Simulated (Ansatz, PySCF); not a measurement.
Dimer: NH3 (SMILES N) (first 4 atoms) with Si2H6 (SMILES [SiH3][SiH3]); geometry from B3LYP-D3(BJ)/def2-TZVP, rigid monomers moved along the line of their centres of mass till N1···Si5 is 5.56 Å.
(charge 0, multiplicity 1):
| atom | x (Å) | y (Å) | z (Å) |
|---|---|---|---|
| N | -0.4125 | 0.1890 | 0.9608 |
| H | -0.3598 | -0.6942 | 0.4668 |
| H | -1.3615 | 0.5340 | 0.8745 |
| H | 0.1981 | 0.8436 | 0.4856 |
| Si | 0.8133 | -1.3724 | 6.1540 |
| Si | 0.9303 | 0.9619 | 6.3101 |
| H | 1.1016 | -2.0026 | 7.4714 |
| H | 1.8087 | -1.8996 | 5.1903 |
| H | -0.5402 | -1.8171 | 5.7434 |
| H | 1.2642 | 1.3859 | 7.6972 |
| H | -0.3670 | 1.5899 | 5.9616 |
| H | 1.9830 | 1.5088 | 5.4205 |

Counterpoise-corrected where a basis set is named; no monomer relaxation.

Cores are frozen in the correlated methods.

Programs: Ansatz (an electronic-structure program); PySCF for the dispersion terms. 

PBE/def2-TZVPPD gives -0.32 kcal/mol for the interaction energy.

Task: How do the other levels lie against it? Give each less PBE: PBE-D3(BJ)/def2-TZVPPD, r2SCAN/def2-TZVPPD, PBE0/def2-TZVPPD, wB97M-V/def2-TZVPPD, MP2/aug-cc-pV(D+d)Z, CCSD(T)/aug-cc-pV(D+d)Z.

Result: PBE-D3(BJ)/def2-TZVPPD -0.14; r2SCAN/def2-TZVPPD 0.02; PBE0/def2-TZVPPD 0.02; wB97M-V/def2-TZVPPD -0.14; MP2/aug-cc-pV(D+d)Z -0.13; CCSD(T)/aug-cc-pV(D+d)Z -0.13 kcal/mol. 2 of 6 lie above PBE; the widest gap is to wB97M-V/def2-TZVPPD.
